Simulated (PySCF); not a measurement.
ClMg, charge +1. Atoms are numbered in the order given.

```xyz
2

Mg     0.0000     0.0000    -1.2357
Cl     0.0000     0.0000     0.8723
```
Charge +1, spin multiplicity 1.

The structure is a stationary point at PBE0-D3(BJ)/def2-TZVPD. The spin state was assumed, not searched.

The numbers are results of TDDFT-B3LYP/def2-TZVPD in PySCF 2.14.0, not measurements.

Vertical excitations; the highest root listed may be one member of a degenerate set. Gas-phase values at a fixed geometry. State labels are in the subgroup C2v.

Estimate the UV-visible absorptions. (Estimate from the structure and the level; the computed values follow.)


```csv
state,symmetry,energy (eV),λ (nm),f,main pairs
S1,B2,2.63,472,0.006,HOMO→LUMO (degenerate set)
S2,B1,2.63,472,0.006,HOMO−1→LUMO (degenerate set)
S3,A1,4.66,266,0.153,HOMO−2→LUMO 93 %
S4,A2,6.35,195,0.000,"HOMO→LUMO+1, HOMO−1→LUMO+2 (degenerate set)"
S5,A2,6.36,195,0.000,"HOMO−1→LUMO+2, HOMO→LUMO+1 (degenerate set)"
S6,A1,6.36,195,0.000,"HOMO→LUMO+2, HOMO−1→LUMO+1 (degenerate set)"
S7,A1,7.15,173,0.275,"HOMO−1→LUMO+1 45 %, HOMO→LUMO+2 45 %"
S8,B1,7.82,159,0.050,HOMO−2→LUMO+1 (degenerate set)
S9,B2,7.82,159,0.050,HOMO−2→LUMO+2 (degenerate set)
S10,B1,8.22,151,0.127,HOMO−1→LUMO+3 92 %
T1,B1,2.43,510,0,HOMO−1→LUMO (degenerate set)
T2,B2,2.43,510,0,HOMO→LUMO (degenerate set)
T3,A1,3.62,343,0,HOMO−2→LUMO 99 %
T4,A1,6.10,203,0,"HOMO−1→LUMO+1 49 %, HOMO→LUMO+2 49 %"
```
Triplets are in the Tamm–Dancoff approximation, which puts them higher than full response would, so one can lie above its singlet here.
